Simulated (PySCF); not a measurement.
Spinor energies of Tc⁺ (technetium, charge +1)

Start: [Kr] 4d5 5s1; 4d3/2 filled at m_j = -3/2, -1/2, +1/2, +3/2; 4d5/2 filled at m_j = +5/2; 5s1/2 filled at m_j = +1/2. Calculated with PySCF 2.14 in x2c-TZVPall-2c with one added diffuse shell each of s, p, d type (9s10p8d1f, 86 functions): generalised Hartree-Fock with the X2C-1e Hamiltonian and a Gaussian nucleus; one run each with spin-orbit coupling (SO) switched off, then screened by Boettger's factors.

| spinor shell | electrons | ε, spin-free (eV) | ε, screened SO (eV) | weight of nominal j (screened SO) | rms radius, screened SO (bohr) |
| --- | --- | --- | --- | --- | --- |
| 1s1/2 | 2 | -21167.2 | -21166.0 | 1.000 | 0.0394 |
| 2s1/2 | 2 | -3103.8 | -3103.5 | 1.000 | 0.162 |
| 2p1/2 | 2 | -2772.0 | -2853.7 | 1.000 | 0.141 |
| 2p3/2 | 4 | -2772.0 | -2733.8 | 1.000 | 0.145 |
| 3s1/2 | 2 | -580.09 | -580.00 | 1.000 | 0.442 |
| 3p1/2 | 2 | -468.19 | -482.40 | 1.000 | 0.439 |
| 3p3/2 | 4 | -468.19 | -461.51 | 1.000 | 0.450 |
| 3d3/2 | 4 | -287.25 | -289.75 | 0.964 | 0.433 |
| 3d5/2 | 6 | -287.25 | -285.50 | 0.976 | 0.437 |
| 4s1/2 | 2 | -97.085 | -97.068 | 1.000 | 1.13 |
| 4p1/2 | 2 | -63.513 | -69.176 | 0.654 | 1.26 |
| 4p3/2 | 4 | -63.513 | -60.743 | 0.827 | 1.26 |
| 4d3/2 | 4 | -21.496 | -21.528 | 0.528 | 1.78 |
| 4d5/2 | 1 | -21.496 | -21.346 | 1.000 | 1.79 |
| 5s1/2 | 1 | -14.443 | -14.442 | 1.000 | 3.28 |

| quantity | spin-free | screened SO |
| --- | --- | --- |
| E (hartree) | -4282.57036 | -4283.12441 |
| M_J | 3 | 3 |
| ⟨J²⟩ | 12.002 | 12.002 |
| ⟨L²⟩ | 0.000 | 0.017 |
| ⟨S²⟩ | 12.002 | 11.990 |

Each row is a mean over spinors that exchange with the open shell spreads, by up to 9.697 eV (4p3/2).

Rows whose weight is well below 1 are mixtures of j = l ± 1/2: exchange outweighs spin-orbit coupling there, and the label is only the starting occupation.

Breit and QED terms are absent; they matter most for the inner s and p1/2 levels.

Densities and radii are taken from the X2C orbitals without a picture-change correction, which distorts them close to the nucleus.

Without spin-orbit coupling the j labels of p, d and f shells carry no meaning; the spin-free column gives the mean over the occupied spinors of each nl shell.
